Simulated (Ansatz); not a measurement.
Calculated with Ansatz (gas phase, PBE0-D4/def2-TZVP geometries, no zero-point term in ΔE). CCSD(T)/CBS is the MP2 limit (def2-TZVPP, def2-QZVPP) plus CCSD(T) − MP2 in def2-TZVPP, frozen cores. This one scheme is used for every species. Functionals use def2-TZVPP. B3LYP here is the variant with VWN-RPA as its local correlation; programs differ in this. Each species was taken in one conformer, which may not be the lowest.

Consider the substitution at a C–F bond: `CC(O)F` + `BN` → `BNC(C)O` + H–F.

```csv
level,ΔE (kJ/mol),difference from CCSD(T)/CBS
PBE-D4,6.1,11.1
r2SCAN-D4,11.7,16.7
PBE0-D4,3.8,8.8
B3LYP-D4,8.9,13.9
ωB97X-V,10.1,15.1
ωB97M-V,8.5,13.5
B2PLYP,9.6,14.6
PBE,12.2,17.2
r2SCAN,13.6,18.6
PBE0,9.1,14.1
B3LYP,18.4,23.4
HF/def2-TZVPP,23.7,28.7
MP2/def2-TZVPP,-9.1,-4.1
SCS-MP2/def2-TZVPP,-1.8,3.2
CCSD/def2-TZVPP,1.0,6.0
CCSD(T)/def2-TZVPP,-1.7,3.3
HF/def2-QZVPP,23.2,28.2
MP2/def2-QZVPP,-11.1,-6.1
SCS-MP2/def2-QZVPP,-4.0,1.0
HF/CBS(def2),23.1,28.1
MP2/CBS(def2),-12.4,-7.4
CCSD/CBS(def2),-2.2,2.8
CCSD(T)/CBS,-5.0,0
```

Largest T1 diagnostic among the species: 0.012.

From PBE to PBE0 (25 % exact exchange), in def2-TZVPP and without D4, ΔE moves by −3.0 kJ/mol. In def2-TZVPP, CCSD(T) changes the Hartree–Fock value by −25.4 kJ/mol (the triples alone add −2.8 kJ/mol) and MP2 by −32.8 kJ/mol.
